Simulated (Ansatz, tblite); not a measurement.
Cost and result up the ladder for In₃P₃H₁₂, a cluster cut from wurtzite InP (hydrogen-capped) (18 atoms). The state is a singlet with charge 0. Geometry: r2SCAN-D4/def2-SVP.

```
atom   x (Å)   y (Å)   z (Å)
  P1  -0.208   2.244   0.258
 In2  -2.345   1.223  -0.901
  P3  -1.882  -1.260  -0.140
 In4   2.327   1.545   0.059
  P5   1.935  -0.996   0.645
 In6   0.277  -2.747  -0.423
  H7  -0.241   3.634  -0.049
  H8  -0.501   2.372   1.644
  H9  -3.716   1.776  -0.014
 H10  -2.048   1.273  -2.595
 H11  -2.289  -1.368   1.219
 H12  -2.945  -2.026  -0.695
 H13   3.154   2.251   1.397
 H14   2.714   1.599  -1.616
 H15   1.784  -1.083   2.057
 H16   3.220  -1.603   0.576
 H17   0.626  -2.777  -2.108
 H18   0.139  -4.058   0.688
```

Ansatz on 4 threads of Arm Neoverse V1 on a shared host; xTB runs through tblite on one thread. Times are rough, summed over both states, and most runs start from the orbitals of an earlier one. PBE0-D4/def2-SVP serves as the yardstick here, not as an exact answer. The other state is a triplet.

In the def2 sets In takes a core potential; there is no spin–orbit coupling. The xTB rows come from tblite. HOMO above LUMO, or a gap near zero within one spin, warns that the state may not be the lowest or that an electron is smeared out.

xTB has no spin-polarisation term.

```tsv
level	functions	vertical triplet (eV)	difference from PBE0-D4/def2-SVP (eV)	remarks
GFN1-xTB	78	4.64	-0.60	–
GFN2-xTB	66	4.30	-0.94	–
PBE0-D4/def2-SVP	192	5.24	0.00	–
PBE-D4/def2-SVP	192	4.78	-0.46	gap within one spin near zero (triplet)
```

Estimate how long each takes.

GFN2-xTB 0.036 s; GFN1-xTB 0.043 s; PBE-D4/def2-SVP 29 s; PBE0-D4/def2-SVP 36 s. On shared hardware such times vary by a factor of up to 3.
